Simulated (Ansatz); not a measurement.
One change: `FC(F)C(F)(F)F` becomes `FC(F)(F)[O][GeH3]`.

Ansatz, PBE0-D4/def2-TZVP geometries, multiplicity 1. 

Scalar relativity is left out up to krypton.

```csv
property,`FC(F)C(F)(F)F`
size of the dipole moment (PBE/def2-TZVPP) / D,1.36
HOMO energy (ωB97M-V/def2-TZVPP) / eV,-12.92
HOMO–LUMO gap (B3LYP/def2-TZVPP) / eV,11.37
HOMO–LUMO gap (PBE/def2-TZVPP) / eV,9.13
LUMO energy (PBE/def2-TZVPP) / eV,0.50
HOMO energy (B3LYP/def2-TZVPP) / eV,-10.30
```

(1) Give the same properties after the change, and the shifts. (Estimate.)

## Answers

(1) Computed: 
| property | `FC(F)(F)[O][GeH3]` | shift |
| --- | --- | --- |
| size of the dipole moment (PBE/def2-TZVPP) / D | 3.03 | 1.67 |
| HOMO energy (ωB97M-V/def2-TZVPP) / eV | -11.93 | 0.99 |
| HOMO–LUMO gap (B3LYP/def2-TZVPP) / eV | 8.76 | -2.61 |
| HOMO–LUMO gap (PBE/def2-TZVPP) / eV | 6.72 | -2.41 |
| LUMO energy (PBE/def2-TZVPP) / eV | -1.21 | -1.71 |
| HOMO energy (B3LYP/def2-TZVPP) / eV | -9.35 | 0.95 |

With PBE0 the HOMO rises by 0.91 eV and the LUMO falls by 1.80 eV, so the gap narrows by about 2.71 eV. PBE moves the HOMO by 0.70 eV and ωB97M-V by 0.99 eV. The zero-point energy changes by 12.3 kJ/mol with +3 modes. Dipoles are sizes alone; their direction can turn.

B3LYP here is the variant with VWN-RPA as its local correlation; programs differ in this.
